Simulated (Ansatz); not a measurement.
Input and output for C4H12FGaN2, SMILES `C[N](C)[Ga]([F])[N](C)C`.

```yaml
crystal:
  periodic: [false, false, false]
  atoms:
    - {symbol: C, position_ang: [0.604886, -1.886070, 1.290330]}
    - {symbol: N, position_ang: [0.615638, -1.537788, -0.104801]}
    - {symbol: C, position_ang: [1.130605, -2.584992, -0.952974]}
    - {symbol: Ga, position_ang: [0.067212, 0.029144, -0.814302]}
    - {symbol: F, position_ang: [0.226260, 0.092826, -2.570976]}
    - {symbol: N, position_ang: [-0.608971, 1.544965, -0.104027]}
    - {symbol: C, position_ang: [-0.845844, 1.794581, 1.292159]}
    - {symbol: C, position_ang: [-0.967344, 2.654654, -0.953422]}
    - {symbol: H, position_ang: [0.205877, -1.075814, 1.902397]}
    - {symbol: H, position_ang: [1.616853, -2.110506, 1.658582]}
    - {symbol: H, position_ang: [-0.013327, -2.776239, 1.478348]}
    - {symbol: H, position_ang: [0.531842, -3.502976, -0.862981]}
    - {symbol: H, position_ang: [1.117880, -2.275710, -1.999009]}
    - {symbol: H, position_ang: [2.166259, -2.842494, -0.687424]}
    - {symbol: H, position_ang: [-1.907105, 2.005877, 1.489839]}
    - {symbol: H, position_ang: [-0.270633, 2.661192, 1.650111]}
    - {symbol: H, position_ang: [-0.562763, 0.938119, 1.905901]}
    - {symbol: H, position_ang: [-0.395441, 3.557601, -0.694622]}
    - {symbol: H, position_ang: [-0.769653, 2.419124, -2.000057]}
    - {symbol: H, position_ang: [-2.034029, 2.904105, -0.856973]}
basis:
  gaussian: {orbitals: cc-pVTZ, fitting: {mean_field: def2-universal-jkfit}}
total_charge: -1
magnetization: {spin_polarized: true, initial_magnetization: 1}
hamiltonian: {xc: {name: wB97X-V}}
output: {forces: true}
```

```sh
$ ansatz run in.yaml --threads 4 --pin off --events-out ev --progress --plain --max-ram 66560MiB --backend cuda --devices 0, --max-vram 37GiB
```

Output, abridged:

```
Functional definition: wB97X-V
1013 factors; integrals over basis functions are off by at most 9.5e-1 eV
1013 factors; integrals over basis functions are off by at most 6.1e-7 eV
mean field evaluation 1: about -62409.5116 eV, gradient 3.8e1 eV
mean field evaluation 2: about -62410.6946 eV, gradient 3.7e1 eV
mean field evaluation 4: about -62415.4522 eV, gradient 1.7e0 eV
mean field evaluation 8: about -62415.4958 eV, gradient 1.5e-1 eV
mean field evaluation 16: about -62415.4966 eV, gradient 2.6e-3 eV
mean field -62415.49659189 eV, -2293.7271930087 hartree, gradient 4.6e-6 eV, S^2 0.752605; 4 other end points of the search recorded, 0 dependent functions left out
reference -62415.49659065 eV, -2293.7271929634 hartree; 46, 45 occupied and 375, 376 virtual orbitals, 1013 factors
Total energy: -62415.49659065 eV, -2293.7271929634 hartree
Atom 0 at     0.604886    -1.886070     1.290330 Å, force     0.146742    -0.277208    -0.317175 eV/Å
Atom 1 at     0.615638    -1.537788    -0.104801 Å, force     0.551647    -1.498198     0.658161 eV/Å
Atom 2 at     1.130605    -2.584992    -0.952974 Å, force    -0.061344     0.062172     0.348551 eV/Å
Atom 3 at     0.067212     0.029144    -0.814302 Å, force    -0.055846    -0.022413    -0.130895 eV/Å
Atom 4 at     0.226260     0.092826    -2.570976 Å, force     0.151411     0.060539    -1.465815 eV/Å
Atom 5 at    -0.608971     1.544965    -0.104027 Å, force    -0.624886     1.469669     0.657751 eV/Å
Atom 6 at    -0.845844     1.794581     1.292159 Å, force    -0.086319     0.301269    -0.317001 eV/Å
Atom 7 at    -0.967344     2.654654    -0.953422 Å, force     0.001111    -0.086650     0.349221 eV/Å
Atom 8 at     0.205877    -1.075814     1.902397 Å, force    -0.078119     0.185770     0.010863 eV/Å
Atom 9 at     1.616853    -2.110506     1.658582 Å, force     0.133533    -0.065025     0.139923 eV/Å
Atom 10 at    -0.013327    -2.776239     1.478348 Å, force    -0.074370    -0.148768     0.116212 eV/Å
Atom 11 at     0.531842    -3.502976    -0.862981 Å, force    -0.028590    -0.203137    -0.034809 eV/Å
Atom 12 at     1.117880    -2.275710    -1.999009 Å, force    -0.049074     0.149882    -0.108813 eV/Å
Atom 13 at     2.166259    -2.842494    -0.687424 Å, force     0.166862    -0.126356    -0.014848 eV/Å
Atom 14 at    -1.907105     2.005877     1.489839 Å, force    -0.155685     0.055503     0.117256 eV/Å
Atom 15 at    -0.270633     2.661192     1.650111 Å, force     0.051863     0.140365     0.139069 eV/Å
Atom 16 at    -0.562763     0.938119     1.905901 Å, force     0.072599    -0.188059     0.011045 eV/Å
Atom 17 at    -0.395441     3.557601    -0.694622 Å, force     0.033282     0.206744    -0.015186 eV/Å
Atom 18 at    -0.769653     2.419124    -2.000057 Å, force     0.066195    -0.143010    -0.108910 eV/Å
Atom 19 at    -2.034029     2.904105    -0.856973 Å, force    -0.161013     0.126908    -0.034601 eV/Å
Dipole moment:    -0.028294    -0.011345     0.486080 e Å
```

Hardware: 4 threads of an AMD EPYC 7R13 on a shared host and a share of an NVIDIA H100 80 GB. Wall time 12 s, peak host memory 1.1 GiB.
